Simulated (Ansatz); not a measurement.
A nudged elastic band was laid between two geometries of CH7ClMgOSi (12 atoms, charge 0, multiplicity 1).

Level of theory: Ansatz 0.2.0, UKS B3LYP/def2-SVP.

```
movable images  : 7
climbing image  : yes
spring          : 5.0 eV/Å²
optimiser       : quadratic models (default)
start path      : through a guess of the saddle point
force threshold : 0.05 eV/Å
iteration limit : 60
end points      : relaxed
```

Initial state:

```xyz
12
Properties=species:S:1:pos:R:3
Mg -0.507 -0.093 -1.094
Si 0.772 2.096 -1.622
Cl -1.892 -1.782 -1.625
H 0.609 0.002 1.344
O -0.014 -0.564 0.865
C -0.464 -1.663 1.682
H 1.932 2.321 -0.684
H -0.062 3.341 -1.485
H 1.379 2.164 -2.994
H 0.392 -2.277 2.005
H -1.132 -2.258 1.048
H -1.014 -1.287 2.560
```

Final state:

```xyz
12
Properties=species:S:1:pos:R:3
Mg -1.085 -1.031 -1.218
Si 0.814 1.525 -0.848
Cl -2.116 -1.767 -3.026
H -0.052 0.719 -1.797
O -0.421 -0.776 0.431
C -0.161 -0.980 1.777
H 1.937 0.694 -0.352
H -0.025 2.119 0.220
H 1.345 2.608 -1.727
H 0.889 -0.722 2.030
H -0.315 -2.034 2.087
H -0.810 -0.355 2.424
```

Q: What changes between the two ends?

A: Bonds broken: Mg1–Si2, H4–O5. Bonds formed: Si2–H4.

Q: What energy profile does the band end with?

A: The forces met the threshold. The highest image is number 4 of 0 to 8, 95.9 kJ/mol above the first end and 108.4 kJ/mol above the last; the last end lies 12.5 kJ/mol below the first. A vibrational analysis at the climbing image gives 2 clearly imaginary modes (1211i, 48i cm⁻¹): a point of higher order. A lower path may pass nearby, or the ends, which weren't checked, may share the extra mode. The orbitals were unrestricted but ended closed-shell.

```
image  path coordinate (Å)  energy (kJ/mol)  Mg1–Si2 (Å)  H4–O5 (Å)  Si2–H4 (Å)
    0                 0.00              0.0         2.59       0.97        3.63
    1                 2.14              0.6         2.59       0.97        3.62
    2                 4.27              8.3         2.59       0.97        3.98
    3                 6.40              9.2         2.60       0.97        3.00
    4                 8.52             95.9         2.89       1.28        1.84
    5                 9.93             -1.2         3.55       2.54        1.50
    6                11.34             -6.5         3.62       2.99        1.50
    7                12.75            -10.1         3.33       2.86        1.51
    8                14.16            -12.5         3.21       2.71        1.52
```

Q: What is the geometry of the highest image?

A: 
```xyz
12
Properties=species:S:1:pos:R:3:forces:R:3
Mg -0.763 -0.682 -1.374 0.00 0.00 0.00
Si 0.966 1.595 -0.972 0.00 0.00 0.00
Cl -1.709 -1.537 -3.177 0.00 0.00 0.00
H 0.232 0.253 0.058 0.01 0.00 0.00
O -0.443 -0.741 0.487 0.00 -0.01 0.00
C -0.481 -1.185 1.827 0.00 0.01 0.00
H 2.353 1.303 -1.453 0.00 0.00 0.00
H 1.068 2.620 0.116 0.00 0.00 0.00
H 0.254 2.277 -2.107 0.00 0.00 0.00
H -0.085 -0.402 2.496 0.00 0.00 0.00
H 0.125 -2.097 1.964 0.00 0.00 0.00
H -1.517 -1.404 2.136 0.00 0.00 0.00
```

Time of the run: 18 min on 4 threads of Arm Neoverse N1 (shared host), peak memory 0.43 GiB.
